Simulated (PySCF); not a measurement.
Mn (manganese, neutral) across methods

[Ar] 3d5 4s2, high-spin 6S determinant. All numbers are calculated (PySCF 2.14, scalar relativity by spin-free X2C-1e, in x2c-TZVPPall).

```tsv
method	E (hartree)	mean ε 3d α (eV)	mean ε 4s α (eV)	mean ε 4s β (eV)	Σ⟨r²⟩ (bohr²)	⟨S²⟩
M06-2X	-1158.551	-12.741	-6.195	-6.056	41.25	8.751
PBE	-1158.295	-8.158	-5.506	-4.470	40.57	8.761
LC-wPBE	-1158.341	-13.128	-8.292	-7.088	40.81	8.764
r2SCAN	-1158.504	-8.727	-5.768	-4.563	41.00	8.782
PBE0	-1158.322	-10.445	-6.156	-5.116	40.73	8.761
UHF	-1157.37440	-17.079	-7.547	-6.202	42.71	8.771
LDA	-1156.104	-8.346	-5.695	-4.647	40.18	8.761
PW91	-1158.614	-8.235	-5.574	-4.502	40.47	8.762
```

(1) Estimate the same row for wB97X.

Results:

(1) E (hartree) = -1158.549; mean ε 3d α (eV) = -12.716; mean ε 4s α (eV) = -7.926; mean ε 4s β (eV) = -7.300; Σ⟨r²⟩ (bohr²) = 40.40; ⟨S²⟩ = 8.753.
